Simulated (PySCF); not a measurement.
C₃H₈GeSi, SMILES C#C[CH2][GeH2][SiH3]. Coordinates come from a PBE-D3(BJ)/def2-SVP optimisation. This is a generated structure with no PubChem entry under its InChIKey; it may be hypothetical. Other conformers were not sampled.

Computed equilibrium geometry at PBE-D3(BJ)/def2-SVP (PySCF confirms it by a frequency run) as Cartesian coordinates in Å (one conformer of several):
```xyz
13

C      2.4237     1.6820     0.5626
C      1.9637     0.8119    -0.1662
C      1.3555    -0.2182    -0.9842
Ge    -0.3168    -0.9077    -0.1195
Si    -1.6733     0.9552     0.5246
H      2.8461     2.4499     1.1944
H      1.0761     0.1739    -1.9849
H      2.0428    -1.0755    -1.1439
H      0.0926    -1.7615     1.1117
H     -1.0435    -1.8321    -1.1394
H     -3.0451     0.4819     0.9259
H     -1.0511     1.6845     1.6817
H     -1.8117     1.8995    -0.6398
```
Charge 0, spin multiplicity 1.
